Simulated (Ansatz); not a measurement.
The first iterations of a band of CH₅BF₂Si (10 atoms, charge 0, multiplicity 1).

Level of theory: UKS revPBE-D4/def2-SVP in Ansatz 0.2.0.

| Item | Value |
| --- | --- |
| movable images | 7 |
| climbing image | yes |
| spring | 5.0 eV/Å² |
| optimiser | quadratic models (default) |
| start path | through a guess of the saddle point |
| force threshold | 0.05 eV/Å |
| iteration limit | 60 |
| end points | relaxed |

First end point:

```xyz
10
Properties=species:S:1:pos:R:3
C -1.276 -0.787 0.415
B 0.025 -0.013 0.787
Si 1.309 0.611 -0.654
F 1.074 -0.267 -2.028
F 0.901 2.167 -1.017
H -1.993 0.062 0.246
H -1.248 -1.348 -0.540
H -1.725 -1.395 1.227
H 0.227 0.333 1.940
H 2.787 0.586 -0.373
```

Last end point:

```xyz
10
Properties=species:S:1:pos:R:3
C -0.936 -0.349 0.326
B 0.629 -0.052 0.888
Si 0.978 0.485 -0.958
F 1.016 -0.543 -2.230
F 0.410 1.865 -1.628
H -1.513 0.520 -0.055
H -1.057 -1.197 -0.381
H -1.433 -0.654 1.273
H 1.264 -1.057 1.164
H 0.726 0.932 1.604
```

| iteration | highest image above the first end (eV) | largest band force component (eV/Å) |
| --- | --- | --- |
| 1 | 4.233 | 7.236 |
| 2 | 3.248 | 2.801 |
| 3 | 2.522 | 1.760 |
| 4 | 2.113 | 2.472 |
| 5 | 1.662 | 1.615 |
| 6 | 1.252 | 1.116 |

Q: Does the band converge within its limit, and where does its top end?

A: The run converged. It ended after 19 iterations with the highest image 0.380 eV above the first end. The profile has 3 maxima (images 1, 5, 7) with wells between them (images 3, 6): this band takes more than one step, which may be the mechanism or a detour left from its start path. A vibrational analysis at the climbing image gives one clearly imaginary mode, 74i cm⁻¹: a first-order saddle point. The orbitals stay closed-shell, which can raise the energy where a bond breaks towards radicals; this wasn't checked here.

The run took 5.7 min on 2 threads of Intel(R) Xeon(R) Platinum 8259CL CPU @ 2.50GHz (Skylake/Cascade Lake), with other jobs on the host, peak memory 0.25 GiB.
